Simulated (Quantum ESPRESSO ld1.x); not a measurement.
N, 7 electrons, occupied as 1s1.75 2s2 2p3 3s0.25 (fractional occupations, a model configuration). Method: non-relativistic Kohn-Sham, LDA (Slater exchange, VWN5 correlation), spin-polarised, spherical densities, point nucleus; open shells are filled with parallel spins first; computed with ld1.x of Quantum ESPRESSO 7.5.

X-ray form factor f0, the Fourier transform of the density (f0(0) = 7):

sin(theta)/lambda (1/angstrom),f0 (electrons)
0.05,6.648
0.1,6.019
0.15,5.284
0.2,4.511
0.25,3.791
0.3,3.178
0.4,2.306
0.5,1.809
0.6,1.534
0.8,1.268
1,1.104
1.25,0.916
1.5,0.741
2,0.464
